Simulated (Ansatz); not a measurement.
Ansatz (a quantum-chemistry and plane-wave program) input:

Ansatz 0.2 input:
```yaml
crystal:
  periodic: [false, false, false]
  atoms:
    - {symbol: Ba, position_ang: [-0.00000000, -0.00000000, -0.24333519]}
    - {symbol: O, position_ang: [0.00000000, 0.00000000, 1.70334633]}
basis:
  gaussian:
    orbitals: def2-SVPD
magnetization: {spin_polarized: false}
correlation: {method: ccsd_t, electrons: outside_noble_gas}
output: {forces: true}
```

Question: What final total energy does it print?

Answer: -100.11186 Eh (CCSD(T)/def2-SVPD). The basis has 56 functions.
